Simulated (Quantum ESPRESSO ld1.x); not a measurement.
The numbers below are computed, except where a source is named.
All-electron atom: Ru I in [Kr] 4d7 5s0.75 6s0.25 (fractional occupations, a model configuration). Code: ld1.x of Quantum ESPRESSO 7.5. Model: Dirac Kohn-Sham, relativistic LDA (MacDonald-Vosko exchange, VWN5 correlation), spin-unpolarised, spherical densities, point nucleus; open shells fill j = l - 1/2 first.

Normalised radial functions P(r) = r R(r) (large component), r in bohr:

r           4p3/2    4d5/2
0.001141   0.0005   0.0000
0.001873   0.0014   0.0000
0.003076   0.0037   0.0000
0.005051   0.0093   0.0001
0.008294   0.0231   0.0003
0.01362    0.0548   0.0013
0.02237    0.1200   0.0051
0.03673    0.2306   0.0182
0.06031    0.3502   0.0583
0.09904    0.3196   0.1556
0.1626    -0.0667   0.3117
0.2692    -0.5485   0.3840
0.4421    -0.2117   0.0992
0.726      0.8009  -0.4871
1.192      0.9805  -0.8044
1.958      0.3747  -0.6125
3.215      0.0460  -0.2783
5.279      0.0012  -0.0695
8.669      0.0000  -0.0071
14.24      0.0000  -0.0002
23.38      0.0000  0.0000
38.39      0.0000   0.0000

4p3/2: eigenvalue -46.409 eV, 2 radial nodes at r = 0.153, 0.493 bohr, <r> = 1.14 bohr, 90 % of the charge inside 1.69 bohr. 4d5/2: eigenvalue -6.344 eV, 1 radial node at r = 0.485 bohr, <r> = 1.70 bohr, 90 % of the charge inside 2.80 bohr.
